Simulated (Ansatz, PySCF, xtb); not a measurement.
Isomers of H4O2Si2. Gas-phase values, no solvent. One relaxed conformer stands for each flexible species; it need not be the lowest. Strings in code marks are SMILES.

Quantity: electronic energy of isomers of H4O2Si2 relative to `O=[SiH]O[SiH3]` (O–Si–O–Si torsion 1°), in kJ/mol. The restricted reference of `O/[SiH]=[SiH]/O` and `O/[SiH]=[SiH]\O` is unstable towards unrestricted orbitals.

Level 1: frozen-core CCSD(T)/cc-pVTZ // r2SCAN-D4/def2-TZVP (Ansatz, an electronic-structure program)
Level 2: PBE-D3(BJ)/def2-TZVP // r2SCAN-D4/def2-TZVP (PySCF)
Level 3: PBE/6-31G* // r2SCAN-D4/def2-TZVP (PySCF)
Level 4: GFN2-xTB (xtb)

```
species                                                              level 1  level 2  level 3  level 4
-------------------------------------------------------------------  -------  -------  -------  -------
`O=[SiH][SiH2]O` (O–Si–Si–O torsion 180°, Si–Si–O–H torsion 180°)      145.4      [?]    127.4    178.0
`O=[Si](O)[SiH3]` (Si–Si–O–H torsion 0°)                                96.5     74.5     75.0      [?]
`O/[SiH]=[SiH]\O` (H–O–Si–Si torsion 52°, Si–Si–O–H torsion -118°)       [?]      [?]    158.9    367.7
`O/[SiH]=[SiH]/O` (H–O–Si–Si torsion -58°, Si–Si–O–H torsion 58°)        [?]    156.5    161.5    366.3
`O[Si](O)=[SiH2]` (H–O–Si–Si torsion -19°, Si–Si–O–H torsion -165°)    122.0     99.4    111.5    363.5
```

Task: Complete the blanks.

Result: 
- `O=[SiH][SiH2]O` (O–Si–Si–O torsion 180°, Si–Si–O–H torsion 180°), level 2: 128.4
- `O=[Si](O)[SiH3]` (Si–Si–O–H torsion 0°), level 4: 200.8
- `O/[SiH]=[SiH]\O` (H–O–Si–Si torsion 52°, Si–Si–O–H torsion -118°), level 1: 172.8
- `O/[SiH]=[SiH]\O` (H–O–Si–Si torsion 52°, Si–Si–O–H torsion -118°), level 2: 152.5
- `O/[SiH]=[SiH]/O` (H–O–Si–Si torsion -58°, Si–Si–O–H torsion 58°), level 1: 177.0
